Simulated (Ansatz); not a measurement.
Consider the ligand exchange at the Si–O bond: `C[SiH](N)O[SiH3]` + `[NH2][AlH2]` → `[AlH2][NH][SiH3]` + `C[SiH](N)O`.

Gas-phase electronic energies from Ansatz, PBE0-D4/def2-TZVP geometries. CCSD(T)/CBS is the MP2 limit (def2-TZVPP, def2-QZVPP) plus CCSD(T) − MP2 in def2-TZVPP, frozen cores. This one scheme is used for every species. DFT in def2-TZVPP. Each species was taken in one conformer, which may not be the lowest.

| level | ΔE (kJ/mol) |
| --- | --- |
| ωB97X-V | 55.1 |
| HF/def2-QZVPP | 65.4 |

Problem. What does CCSD(T)/CBS give? (Best estimate.)

Solution. The calculation gave: +54.0 kJ/mol. The listed levels differ from it by 1.1, 11.4 kJ/mol.

Largest T1 diagnostic among the species: 0.011.

In def2-TZVPP, CCSD(T) changes the Hartree–Fock value by −11.0 kJ/mol (the triples alone add −1.7 kJ/mol) and MP2 by −11.0 kJ/mol.
